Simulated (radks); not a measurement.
Values are calculated unless marked as measured or tabulated.
All-electron atom: Ba II in [Kr] 4d10 5p6 6s1 7s2 (not the ground configuration).

Code: a radial shooting solver on a logarithmic mesh with Libxc functionals. Model: scalar-relativistic Kohn-Sham, Wu-Cohen GGA, spin-polarised, spherical densities, finite nucleus; open shells are filled with parallel spins first (spin-orbit coupling, left out, can overturn this in heavy ions); Fermi nuclear charge, rms radius 4.8378 fm.

Energy parts (eV):
total: -221256.93
kinetic: 233550.00
electron-nucleus: -534118.10
Hartree: 84636.29
exchange-correlation: -5325.12

Orbitals (lengths in bohr, moments of r in powers of bohr; r(max) is where P^2 peaks; r(90%) holds 90 % of the orbital's charge):
1s up: occ. 1; eigenvalue (eV) -37277.93; r(90%) 0.0461; r(max) 0.01643; <r> 0.02558
1s down: occ. 1; eigenvalue (eV) -37277.92; r(90%) 0.0461; r(max) 0.01643; <r> 0.02558
2s up: occ. 1; eigenvalue (eV) -5913.655; r(90%) 0.170; r(max) 0.09290; <r> 0.1098
2s down: occ. 1; eigenvalue (eV) -5913.644; r(90%) 0.170; r(max) 0.09290; <r> 0.1098
2p up: occ. 3; eigenvalue (eV) -5306.736; r(90%) 0.157; r(max) 0.07462; <r> 0.09619
2p down: occ. 3; eigenvalue (eV) -5306.725; r(90%) 0.157; r(max) 0.07462; <r> 0.09619
3s up: occ. 1; eigenvalue (eV) -1268.114; r(90%) 0.429; r(max) 0.2664; <r> 0.2921
3s down: occ. 1; eigenvalue (eV) -1268.098; r(90%) 0.429; r(max) 0.2664; <r> 0.2920
3p up: occ. 3; eigenvalue (eV) -1073.470; r(90%) 0.435; r(max) 0.2606; <r> 0.2900
3p down: occ. 3; eigenvalue (eV) -1073.454; r(90%) 0.435; r(max) 0.2606; <r> 0.2900
3d up: occ. 5; eigenvalue (eV) -790.3500; r(90%) 0.417; r(max) 0.2151; <r> 0.2666
3d down: occ. 5; eigenvalue (eV) -790.3352; r(90%) 0.417; r(max) 0.2151; <r> 0.2666
4s up: occ. 1; eigenvalue (eV) -268.5816; r(90%) 0.968; r(max) 0.6247; <r> 0.6733
4s down: occ. 1; eigenvalue (eV) -268.5491; r(90%) 0.968; r(max) 0.6247; <r> 0.6733
4p up: occ. 3; eigenvalue (eV) -205.6961; r(90%) 1.04; r(max) 0.6532; <r> 0.7144
4p down: occ. 3; eigenvalue (eV) -205.6601; r(90%) 1.04; r(max) 0.6532; <r> 0.7144
4d up: occ. 5; eigenvalue (eV) -114.2456; r(90%) 1.20; r(max) 0.6942; <r> 0.7963
4d down: occ. 5; eigenvalue (eV) -114.1996; r(90%) 1.20; r(max) 0.6942; <r> 0.7961
5p up: occ. 3; eigenvalue (eV) -38.5533; r(90%) 2.58; r(max) 1.611; <r> 1.790
5p down: occ. 3; eigenvalue (eV) -38.3610; r(90%) 2.56; r(max) 1.610; <r> 1.779
6s up: occ. 1; eigenvalue (eV) -14.3756; r(90%) 4.96; r(max) 3.252; <r> 3.495
6s down: occ. 0; eigenvalue (eV) -13.3783; r(90%) 5.07; r(max) 3.253; <r> 3.542
6p up: occ. 0; eigenvalue (eV) -10.1067; r(90%) 5.92; r(max) 3.784; <r> 4.148
6p down: occ. 0; eigenvalue (eV) -9.3025; r(90%) 6.26; r(max) 3.840; <r> 4.333
7s up: occ. 1; eigenvalue (eV) -5.2294; r(90%) 9.68; r(max) 6.948; <r> 7.030
7s down: occ. 1; eigenvalue (eV) -5.2287; r(90%) 9.72; r(max) 6.972; <r> 7.070

The highest occupied level is 7s down at -5.229 eV. The configuration is held as typed, so some empty levels lie below it. Spin moment in Bohr magnetons: 1. Summed over all electrons, <r^2> = 158.4 bohr^2, which gives a Langevin (diamagnetic) susceptibility term of -125 x 10^-6 cm^3/mol.
